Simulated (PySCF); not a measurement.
B(AsH2)2(F) (As2BFH4), SMILES FB([AsH2])[AsH2].

Geometry optimised at B3LYP-D3(BJ)/def2-SVP. This is a generated structure with no PubChem entry under its InChIKey; it may be hypothetical.

These are r2SCAN/def2-TZVP (PySCF) values and carry that method's errors.

The molecule is in vacuum.

Computed frontier levels, gap, dipole moment and polarisability:
```
Property                                                                                                         Value
---------------------------------------------------------------------------------------------  -----------------------
highest occupied level                                                                                        -6.36 eV
lowest empty level                                                                                            -2.05 eV
orbital gap                                                                                                    4.31 eV
dipole moment                                                                                                   0.41 D
quadrupole, principal values (traceless, Buckingham form, about the centre of nuclear charge)   -4.10, -0.29, 4.39 D·Å
mean static polarisability                                                                       79.4 bohr³ (11.76 Å³)
polarisability, principal values                                                               62.9, 70.4, 104.8 bohr³
```
